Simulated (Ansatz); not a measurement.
Reactions of C$_{3}$ClN$_{3}$Si, SMILES `N#C[Si](Cl)(C#N)C#N`.

Program: Ansatz. Geometries: PBE0-D4/def2-TZVP. ΔE: electronic, gas phase. CBS: MP2 limit from def2 TZ/QZ plus the TZ coupled-cluster correction, frozen cores. This one scheme is used for every species, atoms too. DFT in def2-TZVPP. Open shells (•) are unrestricted, without spin–orbit coupling. Spin–orbit coupling would lower the free atoms: a little for C, Cl, Si. Each species was taken in one conformer, which may not be the lowest.

```
                                                    reaction  CCSD(T)/CBS(def2) (kJ/mol)
             `N#C[Si](Cl)(C#N)C#N` → 3 C• + Cl• + 3 N• + Si•                        3962
`N#C[Si](Cl)(C#N)C#N` + `C#N` → `N#C[Si](C#N)(C#N)C#N` + HCl                          78
       `N#C[Si](Cl)(C#N)C#N` + H₂ → `N#C[SiH](C#N)C#N` + HCl                          64
 `N#C[Si](Cl)(C#N)C#N` + CH₃OH → `CO[Si](C#N)(C#N)C#N` + HCl                         -29
  `N#C[Si](Cl)(C#N)C#N` + HCl → `N#C[Si](Cl)(Cl)C#N` + `C#N`                           ?
```

Task: Fill in the missing values. (Estimate.)

Result: Ansatz gave: `N#C[Si](Cl)(C#N)C#N` + HCl → `N#C[Si](Cl)(Cl)C#N` + `C#N`: -76.5 kJ/mol.

Largest T1 diagnostic: 0.015, for `N#C[Si](C#N)(C#N)C#N`.
